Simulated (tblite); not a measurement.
C3H11NOSi4.
Numbering: `[CH:1]#[C:2][Si@@H:3]1[O:4][SiH2:5][N:6]([CH3:7])[Si@H:8]1[SiH3:9]` (hydrogens: H10 on C1; H11 on Si3; H12, H13 on Si5; H14, H15, H16 on C7; H17 on Si8; H18, H19, H20 on Si9)

Computed geometry: GFN2-xTB, gas phase.

Entries marked ? are missing. Bonds in one row agree within 0.01 Å.

```csv
coordinate,value
C1≡C2,1.203 Å
C2–Si3,1.855 Å
Si3–O4,?
O4–Si5,1.623 Å
Si5–N6,?
N6–C7,?
N6–Si8,?
Si8–Si9,2.316 Å
Si3–Si8,2.321 Å
C1–H10,1.053 Å
Si3–H11,1.467 Å
Si5–H12,1.460 Å
Si5–H13,1.460 Å
"C7–H14, C7–H15, C7–H16",1.092 Å
Si8–H17,1.490 Å
"Si9–H18, Si9–H19, Si9–H20",1.468 Å
C1–C2–Si3,?
C2–Si3–O4,106.8°
C2–Si3–Si8,116.6°
O4–Si3–Si8,96.3°
Si3–O4–Si5,126.0°
O4–Si5–N6,103.0°
Si5–N6–C7,118.9°
Si5–N6–Si8,?
C7–N6–Si8,120.5°
N6–Si8–Si9,108.3°
Si3–Si8–N6,94.0°
Si3–Si8–Si9,?
```

Problem. Fill in the missing values.

Solution. 
- Si3–O4 = 1.647 Å, drawn single (oxygen-bound silicon to siloxane oxygen); 0.12 Å below the sum of covalent radii, 1.77 Å.
- Si5–N6 = 1.731 Å, drawn single (oxygen-bound silicon to nitrogen bridging silicon atoms); 0.09 Å below the sum of covalent radii, 1.82 Å.
- N6–C7 = 1.443 Å, drawn single (nitrogen bridging silicon atoms to N-methyl carbon); 0.03 Å below the sum of covalent radii, 1.47 Å.
- N6–Si8 = 1.758 Å, drawn single (nitrogen bridging silicon atoms to SiH silicon); 0.06 Å below the sum of covalent radii, 1.82 Å.
- C1–C2–Si3 = 178.2°, at the alkyne carbon; the outer atoms are 3.058 Å apart.
- Si5–N6–Si8 = 120.4°, at the nitrogen bridging silicon atoms, inside a 5-membered ring; the outer atoms are 3.028 Å apart.
- Si3–Si8–Si9 = 122.5°, at the SiH silicon; the outer atoms are 4.065 Å apart.

Radii are Cordero's, carbon taken as 0.76, 0.73 or 0.69 Å for four, three, and two or fewer neighbours.

Its GFN2-xTB frequencies are all real (lowest 19 cm⁻¹). 3 starts were optimised and ended at 0.00, 0.01 and 0.02 kcal/mol (GFN2-xTB); the lowest of these is shown.
